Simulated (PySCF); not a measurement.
Magnetisability: SMILES C#C/C=C(/Cl)[SiH2]SC, C5H7ClSSi

Molfile (atoms numbered from 1):
```
C5H7ClSSi
     RDKit          3D

 15 14  0  0  0  0  0  0  0  0999 V2000
    2.1017   -1.8978    0.1225 C   0  0  0  0  0  0  0  0  0  0  0  0
    1.7599   -0.8141    0.5142 C   0  0  0  0  0  0  0  0  0  0  0  0
    1.3636    0.4385    1.0144 C   0  0  0  0  0  0  0  0  0  0  0  0
    0.6110    1.2767    0.2946 C   0  0  0  0  0  0  0  0  0  0  0  0
    0.1515    2.7978    0.9942 Cl  0  0  0  0  0  0  0  0  0  0  0  0
   -0.0229    0.9634   -1.4640 Si  0  0  0  0  0  4  0  0  0  0  0  0
   -1.2012   -0.8281   -1.4946 S   0  0  0  0  0  0  0  0  0  0  0  0
   -2.1296   -0.6568    0.0655 C   0  0  0  0  0  0  0  0  0  0  0  0
    2.3961   -2.8395   -0.2337 H   0  0  0  0  0  0  0  0  0  0  0  0
    1.6961    0.6818    2.0167 H   0  0  0  0  0  0  0  0  0  0  0  0
    1.0679    0.6953   -2.3845 H   0  0  0  0  0  0  0  0  0  0  0  0
   -0.8630    2.1025   -1.8200 H   0  0  0  0  0  0  0  0  0  0  0  0
   -2.8074   -1.5019    0.1193 H   0  0  0  0  0  0  0  0  0  0  0  0
   -1.4359   -0.6809    0.8999 H   0  0  0  0  0  0  0  0  0  0  0  0
   -2.6923    0.2710    0.0601 H   0  0  0  0  0  0  0  0  0  0  0  0
  1  2  3  0
  2  3  1  0
  3  4  2  0
  4  5  1  0
  4  6  1  0
  6  7  1  0
  7  8  1  0
  1  9  1  0
  3 10  1  0
  6 11  1  0
  6 12  1  0
  8 13  1  0
  8 14  1  0
  8 15  1  0
M  END
```

Computed with PySCF, GIAO wB97X-D/pcSseg-1 magnetisability, rotational g tensor and spin-rotation constants, non-relativistic, gas phase. Geometry: GFN2-xTB.

(1) What are the magnetisability and the molar susceptibility?

(2) Split it along the inertial axes a, b, c into diamagnetic and paramagnetic parts about the centre of mass, with the quadrupole moment.

(3) And the rotational g tensor?

## Answers

(1) Isotropic -1633 × 10⁻³⁰ J/T², or -98.3 × 10⁻⁶ cm³/mol; principal values -1706, -1657, -1534 × 10⁻³⁰ J/T², anisotropy 154 × 10⁻³⁰ J/T² (root of half the summed squared differences of the principal values). The susceptibility is in cgs units.

(2) 
| axis | χ (10⁻⁶ cm³/mol) | diamagnetic (10⁻⁶ cm³/mol) | paramagnetic (10⁻⁶ cm³/mol) | summed x² of all electrons (Å²) | quadrupole Θ (D Å) |
| --- | --- | --- | --- | --- | --- |
| a | -98.8 | -1007.6 | 908.8 | 240.7 | -5.89 |
| b | -95.1 | -1318.3 | 1223.1 | 167.5 | +2.51 |
| c | -101.0 | -1731.7 | 1630.7 | 70.0 | +3.38 |

Anisotropies 2χaa − χbb − χcc = -1.5 and 2χbb − χaa − χcc = +9.5 × 10⁻⁶ cm³/mol. Θ is traceless in Buckingham's convention.

(3) 
| axis | rotational constant (GHz) | g | nuclear part | electronic part |
| --- | --- | --- | --- | --- |
| a | 1.3535 | -0.0128 | 0.5651 | -0.5779 |
| b | 0.9446 | -0.0128 | 0.5300 | -0.5428 |
| c | 0.6983 | -0.0077 | 0.5273 | -0.5350 |

Asymmetric top; isotopes 12C, 35Cl, 1H, 32S, 28Si; no vibrational averaging.
